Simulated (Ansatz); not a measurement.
O₂Si, charge +1, doublet, geometry from GFN2-xTB (a state made from the parent by changing its charge; the spin is typed, not shown lowest); B3LYP/aug-cc-pVDZ run with Ansatz (a first-principles code).

The Ansatz input:
Ansatz 0.2 input:
```yaml
crystal:
  periodic: [false, false, false]
  atoms:
    - {symbol: O, position_ang: [-1.48961561, 0.17688023, -0.04245102]}
    - {symbol: Si, position_ang: [-0.00491603, -0.05453814, 0.03992787]}
    - {symbol: O, position_ang: [1.49821866, -0.08143848, -0.02742276]}
basis:
  gaussian:
    orbitals: aug-cc-pVDZ
    symmetry_tolerance_ang: 0.01
hamiltonian:
  xc: b3lyp
total_charge: 1
magnetization: {spin_polarized: true, initial_magnetization: 1}
```

What the program printed (banner, timings and long lists left out):

```
Functional definition: B3LYP
661 factors; their error is unknown
mean field evaluation 1: about -11939.4182 eV, gradient 7.2e1 eV
mean field evaluation 2: about -11870.3669 eV, gradient 1.4e2 eV
mean field evaluation 4: about -11959.5085 eV, gradient 2.6e0 eV
mean field evaluation 8: about -11959.5829 eV, gradient 7.6e-2 eV
mean field evaluation 16: about -11959.5830 eV, gradient 2.7e-4 eV
mean field evaluation 32: about -11958.7545 eV, gradient 5.1e0 eV
mean field -11959.58299890 eV, -439.5065687131 hartree, gradient 5.9e-6 eV, S^2 0.788900; 5 other end points of the search recorded, 0 dependent functions left out
reference -11959.58322836 eV, -439.5065771454 hartree; 15, 14 occupied and 58, 59 virtual orbitals, 661 factors
Total energy: -11959.58322836 eV, -439.5065771454 hartree
```
